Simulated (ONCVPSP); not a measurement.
Before and after: ONCV potential for Ni (Z = 28)

Ni, optimised norm-conserving Vanderbilt (ONCV), made with ONCVPSP 4.0.1 (PBE, fully relativistic). Core [Ar], reference 3d8 4s1 (charge +1). Waves: 4s: rc 2.35 bohr, ncon 3, nbas 8, qcut 2.6 1/bohr, 2 projectors, debl 3.9 Ha; p scattering state at 0.32 Ha: rc 2.25 bohr, ncon 3, nbas 8, qcut 3.7 1/bohr, 2 projectors, debl 2.3 Ha; 3d: rc 1.30 bohr, ncon 3, nbas 8, qcut 11.5 1/bohr, 2 projectors, debl 1.8 Ha. Local part: polynomial inside 0.95 bohr (lpopt 3, dvloc0 1 Ha). Core correction: Teter function, fcfact 2.75, rcfact 1.6.

Open shells are filled in proportion to 2j + 1.

In the p channel the program set the typed energies aside and used 0.050, 2.350 Ha (j = l + 1/2; the other j can differ).

Change: s: nproj 3.

Cutoffs: the cutoffs (Ha) at which the residual kinetic energy of the hardest occupied pseudo-wave falls to 1 and 0.1 mHa per electron; they do not see the model core or the augmentation charge, which bear on the density cutoff. Errors are all-electron minus pseudo energies relative to the spin-unpolarised reference configuration.

Question: Predict the effect on cutoff, ghosts and configuration errors.

Answer: The potential gets neither clearly harder nor softer (53 Ha and 59 Ha → 53 Ha and 59 Ha); the lowest positive-energy flag moves from s at 44.7 eV to p1/2 at 98.0 eV; of the 4 tests that both files solve, the error grows in 1 and shrinks in 0 by more than 15 % and 0.3 meV (median size 25.6 → 27.3 meV); the range in which the s phases agree widens (upper end 1.0 → at the end of the scan); neither file shows a bound ghost.

| quantity | base | changed |
| --- | --- | --- |
| cutoff, loose | 53 Ha | 53 Ha |
| cutoff, tight | 59 Ha | 59 Ha |
| bound ghosts | none | none |
| GHOST(+) flags under 300 eV | s at 44.7 eV, p1/2 at 98.0 eV, p3/2 at 99.3 eV | p1/2 at 98.0 eV, p3/2 at 99.3 eV, s at 138.0 eV |
| error for 3d8 4s2, meV [ΔE -9.32 eV] | -9.9 | -13 |
| error for 3d8 4s0, meV [ΔE 17.35 eV] | -41 | -42 |
| error for 3d7 4s0, meV [ΔE 54.82 eV] | -351 | -351 |
| error for 3d8 4s1 4p1, meV [ΔE -4.73 eV] | +2.5 | +2.2 |
| s: phases at 2.39 bohr within 0.05 rad from the reference energy up to (Ha; the scan ends near 5) | 1.0 | to the end of the scan |
| p3/2: phases at 2.29 bohr within 0.05 rad from the reference energy up to (Ha; the scan ends near 5) | 3.0 | 3.0 |
| p1/2: phases at 2.29 bohr within 0.05 rad from the reference energy up to (Ha; the scan ends near 5) | 3.0 | 3.0 |
| d5/2: phases at 1.32 bohr within 0.05 rad from the reference energy up to (Ha; the scan ends near 5) | to the end of the scan | to the end of the scan |
| d3/2: phases at 1.32 bohr within 0.05 rad from the reference energy up to (Ha; the scan ends near 5) | to the end of the scan | to the end of the scan |
| rms error of d²Exc/dni dnj with the model core, mHa | 5.54 | 5.54 |
